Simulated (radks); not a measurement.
The mean radii <r> (bohr) of the occupied orbitals of an atom or ion are listed with their occupations. Method: Dirac Kohn-Sham, LDA (Slater exchange, Perdew-Wang correlation), spin-unpolarised, spherical densities, finite nucleus; Fermi nuclear charge, rms radius of each element as measured or else 0.836 A^(1/3) + 0.57 fm; computed with a radial shooting solver on a logarithmic mesh with Libxc functionals.

| orbital | occ. | <r> |
|---|---|---|
| 1s1/2 | 2 | 0.01633 |
| 2s1/2 | 2 | 0.06812 |
| 2p1/2 | 2 | 0.05591 |
| 2p3/2 | 4 | 0.06470 |
| 3s1/2 | 2 | 0.1772 |
| 3p1/2 | 2 | 0.1675 |
| 3p3/2 | 4 | 0.1836 |
| 3d3/2 | 4 | 0.1595 |
| 3d5/2 | 6 | 0.1644 |
| 4s1/2 | 2 | 0.3918 |
| 4p1/2 | 2 | 0.3932 |
| 4p3/2 | 4 | 0.4278 |
| 4d3/2 | 4 | 0.4335 |
| 4d5/2 | 6 | 0.4447 |
| 5s1/2 | 2 | 0.8747 |
| 4f5/2 | 6 | 0.4642 |
| 4f7/2 | 8 | 0.4707 |
| 5p1/2 | 2 | 0.9355 |
| 5p3/2 | 4 | 1.026 |
| 5d3/2 | 4 | 1.277 |
| 5d5/2 | 5 | 1.317 |

Name the element and its charge. Open shells, if any, fill j = l - 1/2 first.

Answer. Z = 81, thallium, charge +4: Tl4+ in [Xe] 4f14 5d9. The 1s radius gives Z: for a bare nucleus <r> = (2 gamma + 1)/(2Z) with gamma = sqrt(1 - (Z/c)^2), 0.01613 bohr for Z = 81, and screening makes it slightly larger (0.01633 here). The occupations add up to 77, and the charge is Z minus that.
